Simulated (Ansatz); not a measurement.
Worked example: C2H2Br2 + MgH(CH3) → C2H3Br + Mg(CH3)Br

Species: C2H2Br2 `Br/C=C\Br`, singlet; MgH(CH3), singlet; C2H3Br (vinyl bromide) `C=CBr`, singlet; Mg(CH3)Br, singlet. The partners trade Br for H: C–Br and Mg–H bonds give way to C–H and Mg–Br.

Shapes, held fixed at every level: PBE0-D4/def2-TZVP. Programs: Ansatz 0.2.0. The zero-point and thermal change to 298 K, harmonic and unscaled (PBE0-D4/def2-TZVP), is +14.7 kJ/mol.

At CCSD(T)/def2-TZVPP; 1 Eh = 2625.50 kJ/mol:

| species | energy (Eh) |
| --- | --- |
| C2H2Br2 | -5222.655973 |
| MgH(CH3) | -240.223093 |
| C2H3Br | -2650.549247 |
| Mg(CH3)Br | -2812.433075 |

Question: Work out ΔH(298 K) of the reaction at this level.

Answer: 
1. Products less reactants: (-2650.549247) + (-2812.433075) − [(-5222.655973) + (-240.223093)] = -0.103256 Eh = -271.1 kJ/mol.
2. With the thermal change: -271.1 + (+14.7) = -256.4 kJ/mol.

Other levels give -297.8 (HF/def2-SVP) to -235.7 kJ/mol (SPW92/def2-TZVPP). No measured value is set beside it here. Relativity is left out for Br unless named. Correlated rows may include outer-core shells of Br, Mg, which these sets cover unevenly.
